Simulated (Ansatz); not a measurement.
Ansatz (a quantum-chemistry and plane-wave program) input (B3LYP-D3(BJ)/def2-TZVP):

Ansatz 0.2 input:
```yaml
crystal:
  periodic: [false, false, false]
  atoms:
    - {symbol: Zr, position_ang: [0.03250275, -0.07029494, -0.15570590]}
    - {symbol: O, position_ang: [-1.36755134, -1.07308822, 0.15021540]}
    - {symbol: F, position_ang: [-0.45315438, 1.79110751, -0.44991661]}
    - {symbol: F, position_ang: [1.52429891, -0.52482938, 1.00841802]}
basis:
  gaussian:
    orbitals: def2-TZVP
hamiltonian:
  xc: b3lyp
  dispersion: d3bj
phonons: {temperatures: {t_min: 298.15, t_max: 298.15, t_step: 100}}
```

Output:

```
Functional definition: B3LYP
integrals: 0.04 GiB planned
818 factors; their error is unknown
mean field: 0.41 GiB planned
mean field evaluation 1: about -8754.1734 eV, gradient 9.8e1 eV
mean field evaluation 2: about -8516.5759 eV, gradient 2.9e2 eV
mean field evaluation 4: about -8763.4036 eV, gradient 6.4e1 eV
mean field evaluation 8: about -8770.3110 eV, gradient 1.4e-1 eV
mean field evaluation 16: about -8770.3521 eV, gradient 2.3e-4 eV
mean field -8770.35213497 eV, -322.3044962019 hartree, gradient 2.3e-5 eV, S^2 0.000000; 0 other end points of the search recorded, 0 dependent functions left out
the calculation of the forces begins
reference -8770.35242249 eV, -322.3045067682 hartree; 19, 19 occupied and 114, 114 virtual orbitals, 818 factors
these checks for a lower state are left out or cut short: stability, starts, cluster_reference, orbital_swaps, neighbouring_geometries, increment
integrals: 0.04 GiB planned
818 factors; their error is unknown
mean field: 0.41 GiB planned
mean field -8770.35196958 eV, -322.3044901241 hartree, gradient 2.1e-6 eV, S^2 0.000000; 0 other end points of the search recorded, 0 dependent functions left out
the calculation of the forces begins
reference -8770.35225712 eV, -322.3045006910 hartree; 19, 19 occupied and 114, 114 virtual orbitals, 818 factors
these checks for a lower state are left out or cut short: stability, starts, cluster_reference, orbital_swaps, neighbouring_geometries, increment
integrals: 0.04 GiB planned
818 factors; their error is unknown
mean field: 0.41 GiB planned
mean field evaluation 32: about -8770.3520 eV, gradient 1.2e-5 eV
mean field -8770.35196800 eV, -322.3044900660 hartree, gradient 2.1e-6 eV, S^2 0.000000; 0 other end points of the search recorded, 0 dependent functions left out
the calculation of the forces begins
reference -8770.35225551 eV, -322.3045006317 hartree; 19, 19 occupied and 114, 114 virtual orbitals, 818 factors
these checks for a lower state are left out or cut short: stability, starts, cluster_reference, orbital_swaps, neighbouring_geometries, increment
integrals: 0.04 GiB planned
818 factors; their error is unknown
mean field: 0.41 GiB planned
mean field -8770.35206196 eV, -322.3044935190 hartree, gradient 2.1e-6 eV, S^2 0.000000; 0 other end points of the search recorded, 0 dependent functions left out
the calculation of the forces begins
reference -8770.35234951 eV, -322.3045040860 hartree; 19, 19 occupied and 114, 114 virtual orbitals, 818 factors
these checks for a lower state are left out or cut short: stability, starts, cluster_reference, orbital_swaps, neighbouring_geometries, increment
integrals: 0.04 GiB planned
818 factors; their error is unknown
mean field: 0.41 GiB planned
mean field -8770.35206092 eV, -322.3044934809 hartree, gradient 2.1e-6 eV, S^2 0.000000; 0 other end points of the search recorded, 0 dependent functions left out
the calculation of the forces begins
reference -8770.35234842 eV, -322.3045040463 hartree; 19, 19 occupied and 114, 114 virtual orbitals, 818 factors
these checks for a lower state are left out or cut short: stability, starts, cluster_reference, orbital_swaps, neighbouring_geometries, increment
integrals: 0.04 GiB planned
818 factors; their error is unknown
mean field: 0.41 GiB planned
mean field -8770.35197405 eV, -322.3044902884 hartree, gradient 2.1e-6 eV, S^2 0.000000; 0 other end points of the search recorded, 0 dependent functions left out
the calculation of the forces begins
reference -8770.35226155 eV, -322.3045008536 hartree; 19, 19 occupied and 114, 114 virtual orbitals, 818 factors
these checks for a lower state are left out or cut short: stability, starts, cluster_reference, orbital_swaps, neighbouring_geometries, increment
integrals: 0.04 GiB planned
818 factors; their error is unknown
mean field: 0.41 GiB planned
mean field evaluation 64: about -8770.3520 eV, gradient 2.1e-6 eV
mean field -8770.35202027 eV, -322.3044919867 hartree, gradient 2.1e-6 eV, S^2 0.000000; 0 other end points of the search recorded, 0 dependent functions left out
the calculation of the forces begins
reference -8770.35230782 eV, -322.3045025540 hartree; 19, 19 occupied and 114, 114 virtual orbitals, 818 factors
these checks for a lower state are left out or cut short: stability, starts, cluster_reference, orbital_swaps, neighbouring_geometries, increment
integrals: 0.04 GiB planned
818 factors; their error is unknown
mean field: 0.41 GiB planned
mean field -8770.35212883 eV, -322.3044959765 hartree, gradient 1.1e-6 eV, S^2 0.000000; 0 other end points of the search recorded, 0 dependent functions left out
the calculation of the forces begins
reference -8770.35241635 eV, -322.3045065424 hartree; 19, 19 occupied and 114, 114 virtual orbitals, 818 factors
these checks for a lower state are left out or cut short: stability, starts, cluster_reference, orbital_swaps, neighbouring_geometries, increment
integrals: 0.04 GiB planned
818 factors; their error is unknown
mean field: 0.41 GiB planned
mean field -8770.35212733 eV, -322.3044959213 hartree, gradient 1.1e-6 eV, S^2 0.000000; 0 other end points of the search recorded, 0 dependent functions left out
the calculation of the forces begins
reference -8770.35241486 eV, -322.3045064879 hartree; 19, 19 occupied and 114, 114 virtual orbitals, 818 factors
these checks for a lower state are left out or cut short: stability, starts, cluster_reference, orbital_swaps, neighbouring_geometries, increment
integrals: 0.04 GiB planned
818 factors; their error is unknown
mean field: 0.41 GiB planned
mean field -8770.35212457 eV, -322.3044958199 hartree, gradient 1.4e-6 eV, S^2 0.000000; 0 other end points of the search recorded, 0 dependent functions left out
the calculation of the forces begins
reference -8770.35241209 eV, -322.3045063859 hartree; 19, 19 occupied and 114, 114 virtual orbitals, 818 factors
these checks for a lower state are left out or cut short: stability, starts, cluster_reference, orbital_swaps, neighbouring_geometries, increment
integrals: 0.04 GiB planned
818 factors; their error is unknown
mean field: 0.41 GiB planned
mean field -8770.35212824 eV, -322.3044959547 hartree, gradient 1.2e-6 eV, S^2 0.000000; 0 other end points of the search recorded, 0 dependent functions left out
the calculation of the forces begins
reference -8770.35241577 eV, -322.3045065212 hartree; 19, 19 occupied and 114, 114 virtual orbitals, 818 factors
these checks for a lower state are left out or cut short: stability, starts, cluster_reference, orbital_swaps, neighbouring_geometries, increment
integrals: 0.04 GiB planned
818 factors; their error is unknown
mean field: 0.41 GiB planned
mean field evaluation 96: about -8770.3521 eV, gradient 2.1e-6 eV
mean field -8770.35209031 eV, -322.3044945608 hartree, gradient 2.1e-6 eV, S^2 0.000000; 0 other end points of the search recorded, 0 dependent functions left out
the calculation of the forces begins
reference -8770.35237785 eV, -322.3045051277 hartree; 19, 19 occupied and 114, 114 virtual orbitals, 818 factors
these checks for a lower state are left out or cut short: stability, starts, cluster_reference, orbital_swaps, neighbouring_geometries, increment
integrals: 0.04 GiB planned
818 factors; their error is unknown
mean field: 0.41 GiB planned
mean field -8770.35205115 eV, -322.3044931217 hartree, gradient 2.1e-6 eV, S^2 0.000000; 0 other end points of the search recorded, 0 dependent functions left out
the calculation of the forces begins
reference -8770.35233866 eV, -322.3045036873 hartree; 19, 19 occupied and 114, 114 virtual orbitals, 818 factors
these checks for a lower state are left out or cut short: stability, starts, cluster_reference, orbital_swaps, neighbouring_geometries, increment
integrals: 0.04 GiB planned
818 factors; their error is unknown
mean field: 0.41 GiB planned
mean field -8770.35212638 eV, -322.3044958864 hartree, gradient 1.4e-6 eV, S^2 0.000000; 0 other end points of the search recorded, 0 dependent functions left out
the calculation of the forces begins
reference -8770.35241391 eV, -322.3045064527 hartree; 19, 19 occupied and 114, 114 virtual orbitals, 818 factors
these checks for a lower state are left out or cut short: stability, starts, cluster_reference, orbital_swaps, neighbouring_geometries, increment
integrals: 0.04 GiB planned
818 factors; their error is unknown
mean field: 0.41 GiB planned
mean field -8770.35213983 eV, -322.3044963807 hartree, gradient 1.8e-6 eV, S^2 0.000000; 0 other end points of the search recorded, 0 dependent functions left out
the calculation of the forces begins
reference -8770.35242735 eV, -322.3045069468 hartree; 19, 19 occupied and 114, 114 virtual orbitals, 818 factors
Total energy: -8770.45343425 eV, -322.3082188817 hartree
Atom 0 at     0.032503    -0.070295    -0.155706 Å, force    -0.000012    -0.000002     0.000013 eV/Å
Atom 1 at    -1.367551    -1.073088     0.150215 Å, force     0.000022     0.000016    -0.000005 eV/Å
Atom 2 at    -0.453154     1.791108    -0.449917 Å, force    -0.000008    -0.000003    -0.000007 eV/Å
Atom 3 at     1.524299    -0.524829     1.008418 Å, force    -0.000002    -0.000011    -0.000002 eV/Å
Dipole moment:     0.523325    -0.017712    -0.737738 e Å
Vibrations: 100.48 176.12 236.86 616.05 640.96 959.10 cm⁻¹, zero-point energy 0.169212 eV
```
